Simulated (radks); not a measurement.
Species: Sm22+. Configuration: [Kr] 4d4.

All-electron calculation, scalar-relativistic Kohn-Sham, LDA (Slater exchange, VWN5 correlation), spin-polarised, spherical densities, finite nucleus; open shells are filled with parallel spins first (spin-orbit coupling, left out, can overturn this in heavy ions); Fermi nuclear charge, rms radius 5.0819 fm. Program: a radial shooting solver on a logarithmic mesh with Libxc functionals.

Energy parts (eV):
part                      energy
total                 -277941.35
kinetic                297401.16
electron-nucleus      -650723.01
Hartree                 80938.32
exchange-correlation    -5557.82

Orbitals (lengths in bohr, moments of r in powers of bohr):
\begin{tabular}{lrrrr}
orbital & occ. & eigenvalue (eV) & <1/r> & <r^4> \\ \hline
1s up & 1 & -47267.79 & 68.75 & 1.321e-06 \\
1s down & 1 & -47267.68 & 68.75 & 1.321e-06 \\
2s up & 1 & -8263.063 & 15.92 & 0.0002122 \\
2s down & 1 & -8260.222 & 15.92 & 0.0002122 \\
2p up & 3 & -7444.399 & 14.95 & 0.0001571 \\
2p down & 3 & -7442.070 & 14.95 & 0.0001570 \\
3s up & 1 & -2294.345 & 5.853 & 0.008165 \\
3s down & 1 & -2292.381 & 5.855 & 0.008136 \\
3p up & 3 & -2038.370 & 5.525 & 0.008466 \\
3p down & 3 & -2036.288 & 5.527 & 0.008429 \\
3d up & 5 & -1693.977 & 5.250 & 0.006699 \\
3d down & 5 & -1691.333 & 5.250 & 0.006670 \\
4s up & 1 & -901.0064 & 2.639 & 0.1542 \\
4s down & 1 & -893.4462 & 2.638 & 0.1547 \\
4p up & 3 & -810.2375 & 2.481 & 0.1815 \\
4p down & 3 & -802.7599 & 2.479 & 0.1826 \\
4d up & 4 & -683.9765 & 2.292 & 0.2143 \\
4d down & 0 & -676.5906 & 2.289 & 0.2165 \\
\end{tabular}

The highest occupied level is 4d up at -683.98 eV. Summed over all electrons, <r^2> = 5.610 bohr^2, which gives a Langevin (diamagnetic) susceptibility term of -4.44 x 10^-6 cm^3/mol. The electron density at the nucleus is 5.547e+05 e/bohr^3 (large components only). The density falls to 0.001 e/bohr^3 at r = 1.46 bohr.
